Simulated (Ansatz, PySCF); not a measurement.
C2H6N2OSi, SMILES C[Si@@H](N)N=C=O. Atoms are numbered in the order given.

```xyz
12

C     -1.8678    -1.2301     0.1171
Si    -0.8059     0.1382    -0.5813
N     -1.4346     1.6667    -0.0915
N      0.8250    -0.1590    -0.0318
C      1.9515    -0.3110     0.3454
O      3.0553    -0.4634     0.7178
H     -1.8849    -1.1838     1.2185
H     -1.4710    -2.2168    -0.1688
H     -2.9033    -1.1476    -0.2484
H     -0.7415     0.1387    -2.0650
H     -1.0836     2.5198    -0.5168
H     -1.6769     1.8279     0.8820
```

Geometry: B3LYP-D3(BJ)/def2-SVP. The structure was generated by enumeration; whether it is a known compound was not checked. Other conformers were not sampled.

Two levels are set side by side: PBE-D3(BJ)/def2-SVP (Ansatz, an electronic-structure program) and B3LYP-D3(BJ)/def2-SVP (Ansatz). Each level has its own optimised geometry; the coordinates shown are those of the second. Frequencies come from the Hessian of PySCF at each geometry. Differences are taken from unrounded values.

```
quantity                            B3LYP-D3(BJ)
----------------------------------  ------------
mean bond length (Å)                       1.321
bond C1–Si2 (Å)                            1.868
bond Si2–N3 (Å)                            1.724
bond Si2–N4 (Å)                            1.746
bond N4–C5 (Å)                             1.198
bond C5–O6 (Å)                             1.175
bond C1–H7 (Å)                             1.103
bond C1–H8 (Å)                             1.101
bond C1–H9 (Å)                             1.101
bond Si2–H10 (Å)                           1.485
bond N3–H11 (Å)                            1.016
bond N3–H12 (Å)                            1.016
highest harmonic wavenumber (cm⁻¹)          3653
mean harmonic wavenumber (cm⁻¹)             1252
zero-point energy (kcal/mol)               53.69
```

### Question
What does PBE-D3(BJ) give, and how far is it from B3LYP-D3(BJ)? (The exact figures need the calculation; the answer reports its results.)

### Answer

```
quantity                            PBE-D3(BJ)  PBE-D3(BJ) minus B3LYP-D3(BJ)
----------------------------------  ----------  -----------------------------
mean bond length (Å)                     1.330                          0.009
bond C1–Si2 (Å)                          1.873                          0.005
bond Si2–N3 (Å)                          1.735                          0.011
bond Si2–N4 (Å)                          1.754                          0.007
bond N4–C5 (Å)                           1.208                          0.011
bond C5–O6 (Å)                           1.185                          0.010
bond C1–H7 (Å)                           1.109                          0.007
bond C1–H8 (Å)                           1.108                          0.007
bond C1–H9 (Å)                           1.108                          0.007
bond Si2–H10 (Å)                         1.499                          0.014
bond N3–H11 (Å)                          1.023                          0.008
bond N3–H12 (Å)                          1.024                          0.008
highest harmonic wavenumber (cm⁻¹)        3577                            -76
mean harmonic wavenumber (cm⁻¹)           1220                            -32
zero-point energy (kcal/mol)             52.32                          -1.38
```

Exact exchange shortens and stiffens bonds; PBE has none. Differences between two approximate levels are no errors against the true value.
